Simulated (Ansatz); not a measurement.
Molecule: dibromo(dimethoxy)germane, C₂H₆Br₂GeO₂, net charge 0, singlet state. SMILES: C[O][Ge]([Br])([Br])[O]C
Geometry from a B3LYP-D3(BJ)/def2-TZVP (Ansatz, a quantum-chemistry and plane-wave program) optimisation:
```xyz
13

C     -2.0802     1.8702     0.2401
O     -0.6711     1.7957     0.4508
Ge     0.2097     0.2941     0.1872
Br    -0.4711    -1.3462     1.6418
Br    -0.1204    -0.3889    -2.0053
O      1.9042     0.6086     0.5057
C      2.5956     1.5984    -0.2631
H     -2.3418     1.6294    -0.7934
H     -2.3779     2.8964     0.4520
H     -2.6178     1.1979     0.9137
H      2.5985     1.3446    -1.3262
H      2.1512     2.5867    -0.1278
H      3.6223     1.6130     0.1000
```
Charge 0, spin multiplicity 1.

Quantity: vertical electron affinity (to the doublet state of charge -1; a negative value means that the extra electron is unbound and the number depends on the basis; each state is the SCF solution reached for its spin), in eV. Valence correlation only, unless marked. UHF or UKS for open shells. Spin-orbit coupling is left out. Frozen are the shells of the preceding noble gas and the d and f shells that filled before the atom's block. Non-relativistic. Anions need diffuse functions: aug- sets have them; def2-D sets add few. CBS marks a two-point X^-3 extrapolation of the correlation energy; Hartree-Fock from the larger set.

```json
[
 {"level": "HF/aug-cc-pVDZ", "program": "Ansatz", "vertical electron affinity (eV)": "-0.91"},
 {"level": "HF/aug-cc-pVTZ", "program": "Ansatz", "vertical electron affinity (eV)": "-0.74"},
 {"level": "HF/aug-cc-pVQZ", "program": "Ansatz", "vertical electron affinity (eV)": "-0.65"},
 {"level": "SVWN5/def2-TZVPD", "program": "Ansatz", "vertical electron affinity (eV)": "0.61"},
 {"level": "PBE/def2-TZVPD", "program": "Ansatz", "vertical electron affinity (eV)": "0.39"},
 {"level": "r2SCAN/def2-TZVPD", "program": "Ansatz", "vertical electron affinity (eV)": "0.25"},
 {"level": "B3LYP/def2-TZVPD", "program": "Ansatz", "vertical electron affinity (eV)": "0.34"},
 {"level": "PBE0/def2-TZVPD", "program": "Ansatz", "vertical electron affinity (eV)": "0.22"},
 {"level": "BHLYP/def2-TZVPD", "program": "Ansatz", "vertical electron affinity (eV)": "0.01"},
 {"level": "CAM-B3LYP/def2-TZVPD", "program": "Ansatz", "vertical electron affinity (eV)": "0.21"},
 {"level": "wB97M-V/def2-TZVPD", "program": "Ansatz", "vertical electron affinity (eV)": "0.07"},
 {"level": "wB97X-V/def2-TZVPD", "program": "Ansatz", "vertical electron affinity (eV)": "-0.05"},
 {"level": "wB97X/def2-TZVPD", "program": "Ansatz", "vertical electron affinity (eV)": "-0.03"},
 {"level": "B2PLYP/def2-TZVPD", "program": "Ansatz", "vertical electron affinity (eV)": "0.10"},
 {"level": "MP2/aug-cc-pVDZ", "program": "Ansatz", "vertical electron affinity (eV)": "-0.17"},
 {"level": "RI-MP2/CBS(aug-cc-pVTZ,aug-cc-pVQZ)", "program": "Ansatz", "vertical electron affinity (eV)": "-0.45"},
 {"level": "SCS-MP2/aug-cc-pVDZ", "program": "Ansatz", "vertical electron affinity (eV)": "-0.33"},
 {"level": "CCSD/aug-cc-pVDZ", "program": "Ansatz", "vertical electron affinity (eV)": "-0.23"},
 {"level": "CCSD(T)/aug-cc-pVDZ", "program": "Ansatz", "vertical electron affinity (eV)": "-0.16"}
]
```
